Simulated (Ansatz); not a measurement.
## Ligand exchange: InH2Br + BH2(OH) → InH2(OH) + BH2Br

Species: InH2Br `[Br][InH2]`, singlet; BH2(OH), singlet; InH2(OH), singlet; BH2Br `BBr`, singlet. The partners trade Br for OH: In–Br and B–OH bonds give way to In–OH and B–Br.

Shapes, held fixed at every level: PBE0-D4/def2-TZVP. Programs: Ansatz 0.2.0. The zero-point and thermal change to 298 K, harmonic and unscaled (PBE0-D4/def2-TZVP), is -6.4 kJ/mol.

```
              level                   kind  ΔH(298 K) (kJ/mol)  less CCSD(T)/def2-TZVPP
   SPW92/def2-TZVPP                    LDA              +160.4                     +4.8
BHLYP-D4/def2-TZVPP          global hybrid              +175.0                    +19.4
  B2PLYP/def2-TZVPP          double hybrid              +159.8                     +4.2
       MP2/def2-SVP    perturbation theory              +180.7                    +25.1
   CCSD(T)/def2-SVP  coupled cluster or CI              +180.9                    +25.3
      CCSD/def2-SVP  coupled cluster or CI              +183.8                    +28.2
    CCSD/def2-TZVPP  coupled cluster or CI              +159.7                     +4.1
 CCSD(T)/def2-TZVPP  coupled cluster or CI              +155.6                      0.0
```

The highest level, CCSD(T)/def2-TZVPP, gives ΔH(298 K) = +155.6 kJ/mol; the levels span +155.6 to +183.8. The column of differences is taken from that level and isn't an error. No measured value is set beside it here. For atoms past krypton def2 sets carry core potentials with scalar relativity. Relativity is left out for Br unless named. Correlated rows may include outer-core shells of Br, In, which these sets cover unevenly.
